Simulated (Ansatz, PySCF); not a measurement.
PySCF was given this input:
```python
from pyscf import gto, scf, dft

mol = gto.Mole()
mol.atom = '''
    Al    0.00809230   -0.00892122   -0.02285453
    Cl   -1.84108993   -1.13529220   -0.20128747
    Cl    0.10785401    2.03619623   -0.74919263
    Cl    1.72704770   -0.89408192    0.96795710
'''
mol.basis = 'cc-pvtz'
mol.charge = -1
mol.spin = 1
mol.verbose = 4
mol.build()

mf = dft.UKS(mol)
mf.xc = 'revpbe'
mf.grids.atom_grid = (99, 590)
mf.grids.prune = None
mf.kernel()
```

Q: Give the equivalent Ansatz (an electronic-structure program) input.

A: One answer among several that fit: 
Ansatz 0.2 input:
```yaml
crystal:
  periodic: [false, false, false]
  atoms:
    - {symbol: Al, position_ang: [0.00809230, -0.00892122, -0.02285453]}
    - {symbol: Cl, position_ang: [-1.84108993, -1.13529220, -0.20128747]}
    - {symbol: Cl, position_ang: [0.10785401, 2.03619623, -0.74919263]}
    - {symbol: Cl, position_ang: [1.72704770, -0.89408192, 0.96795710]}
basis:
  gaussian:
    orbitals: cc-pVTZ
hamiltonian:
  xc: revpbe
total_charge: -1
magnetization: {spin_polarized: true, initial_magnetization: 1}
accuracy: high
```

Both were run: PySCF gave -1623.011416 Eh and Ansatz -1623.011418 Eh, 0.002 mEh apart.
